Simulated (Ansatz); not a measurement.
`CO[CH2][GaH][OH]` and `CO[CH2][GaH2]` differ in one atom or group.

Ansatz, PBE0-D4/def2-TZVP geometries, multiplicity 1. Each molecule was computed in one conformer, which needn't be the lowest.

Scalar relativity is left out up to krypton.

| property | `CO[CH2][GaH][OH]` |
| --- | --- |
| HOMO–LUMO gap (ωB97M-V/def2-TZVPP) / eV | 9.95 |
| HOMO energy (PBE0/def2-TZVPP) / eV | -6.86 |
| LUMO energy (PBE/def2-TZVPP) / eV | -1.64 |
| HOMO–LUMO gap (PBE0/def2-TZVPP) / eV | 6.00 |
| LUMO energy (PBE0/def2-TZVPP) / eV | -0.86 |
| HOMO energy (ωB97M-V/def2-TZVPP) / eV | -9.14 |

Question: What does the change do to each property? (Estimate.)

Answer: The calculation gave: 
```
                               property  `CO[CH2][GaH2]`  shift
HOMO–LUMO gap (ωB97M-V/def2-TZVPP) / eV            10.11   0.16
     HOMO energy (PBE0/def2-TZVPP) / eV            -7.56  -0.70
      LUMO energy (PBE/def2-TZVPP) / eV            -2.29  -0.65
   HOMO–LUMO gap (PBE0/def2-TZVPP) / eV             6.12   0.12
     LUMO energy (PBE0/def2-TZVPP) / eV            -1.44  -0.58
  HOMO energy (ωB97M-V/def2-TZVPP) / eV            -9.85  -0.71
```

With PBE0 the HOMO falls by 0.70 eV and the LUMO falls by 0.58 eV, so the gap widens by about 0.12 eV. PBE moves the HOMO by -0.50 eV and ωB97M-V by -0.71 eV.
